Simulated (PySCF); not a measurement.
# BiSe: from constants to spectrum

PBE0 constants of BiSe, ²Π (doublet), unpaired electrons π ↑ (basis Bi def2-SVP with ECP60, Se def2-SVP; scalar-relativistic core potentials; PySCF 2.14; masses 208.9804 and 79.9165 u):

* ωe: 287.9 cm⁻¹
* ωexe: 1.08 cm⁻¹
* Be: 0.049158 cm⁻¹
* αe: 0.000149 cm⁻¹
* D (centrifugal): 5.73e-09 cm⁻¹
* De to Bi + Se: 2.77 eV

(1) Give the vibrational terms G(v) and spacings up to v = 3.

(2) How well does the Morse estimate ωe²/(4ωexe) reproduce De, and what is D0?

These are scalar-relativistic numbers at best; spin–orbit coupling would shift them, the dissociation energy most. The state was picked by a PBE0 search and need not be the measured ground state.

Results:

(1) G(v) = ωe(v+½) − ωexe(v+½)².

```csv
v,G(v) (cm⁻¹),G(v) − G(v−1),Bv (cm⁻¹)
0,144,,0.04908
1,429,286,0.04893
2,713,284,0.04879
3,994,281,0.04864
```

(2) It gives 2.38 eV, 86 % of the computed De. D0 = De − G(0) = 2.77 − 0.02 = 2.75 eV.
